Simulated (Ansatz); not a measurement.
The dipole moment down a group: F to Br

All atoms of one element are swapped for its congeners: B2H4F2 `[BH2-]1[F+][BH2-][F+]1`; B2H4Cl2 `[BH2-]1[Cl+][BH2-][Cl+]1`; B2H4Br2 `[BH2-]1[Br+][BH2-][Br+]1`. All are singlets with charge 0.

Shapes, held fixed at every level: PBE0-D4/def2-TZVP. Programs: Ansatz 0.2.0. Values in D.

```csv
level,B2H4F2,B2H4Br2
PBE-D4/def2-TZVPP,0.00,0.31
r2SCAN-D4/def2-TZVPP,0.00,0.26
B3LYP-D4/def2-TZVPP,0.00,0.26
wB97M-V/def2-TZVPP,0.00,0.26
```

Estimate the column for B2H4Cl2 from its neighbours.

The mean of the neighbours at wB97M-V/def2-TZVPP is 0.13 D, against 0.25 from the run: the member lies nearer Br. All rows: PBE-D4/def2-TZVPP 0.27; r2SCAN-D4/def2-TZVPP 0.24; B3LYP-D4/def2-TZVPP 0.23; wB97M-V/def2-TZVPP 0.25 D. At wB97M-V/def2-TZVPP the dipole moment rises at every step, from 0.00 to 0.26 D. Every level shows the same order. Relativity is left out for Br unless named. Magnitudes only: a dipole under 1 D may point either way.
